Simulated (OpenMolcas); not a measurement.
W3+ among 6 point charges of -1 e arranged as an octahedron (Oh), 1.81 Å from the ion.

| Quantity | Value |
| --- | --- |
| Program | OpenMolcas |
| Method | CASSCF |
| Basis | ANO-RCC-VTZP [8s7p5d3f2g1h] |
| Scalar Hamiltonian | DKH2, point nucleus |
| Active space | 3 electrons in 5 orbitals (5d) |
| State averaging | 2S+1 = 4 even, 10 roots; 2S+1 = 2 even, 40 roots |
| Spin-orbit coupling | RASSI with atomic mean-field integrals over the reference wave functions |

(1) What is the spin-free ground state (labels of O, the rotations of Oh)?

(2) Where is the first state of the same spin?

(3) What are the lowest two levels with spin-orbit coupling?

(4) What is χT at 300 K, and how does it compare with the textbook value?

(5) Which ligand-field parameters describe the states?

Answers

(1) 4A2, 1-fold in its orbital part, 100 % from free-ion F terms; it has the highest spin that d3 allows.

(2) 4T2 at 14200 cm-1 above the ground state.

(3) A 4-fold level Γ8, then a 4-fold level Γ8 10938 cm-1 above it. Their leading multiplicities are 4 (96 %) and 2 (54 %).

(4) The lowest level has 2S+1 = 4, for which the spin-only value is χT = S(S+1) / 2 = 1.875 cm3 K/mol (g = 2). The computed 0.961 at 300 K differs by -0.914, through orbital momentum, spin-orbit coupling and any other state in reach.

(5) A least-squares ligand-field fit to the states below 45000 cm-1, each weighted by its degeneracy and with a free common offset, gives 10Dq = 14702 cm-1, B = 718 cm-1 and C = 2912 cm-1 (C/B = 4.05), with an rms deviation of 227 cm-1. 

Without dynamic correlation the repulsion within the d shell is too large (B by tens of per cent), so at a given field states of lower spin stand too high. This field is weak: 10Dq is about 14702 cm-1, while octahedral complexes of 5d ions of charge 3 and more, computed by the same method with explicit ligands, had a median near 35000 cm-1. Ground spin and moment need not be those of a real site. This is an electrostatic model: the charges have no orbitals. No measured value stands beside these numbers.
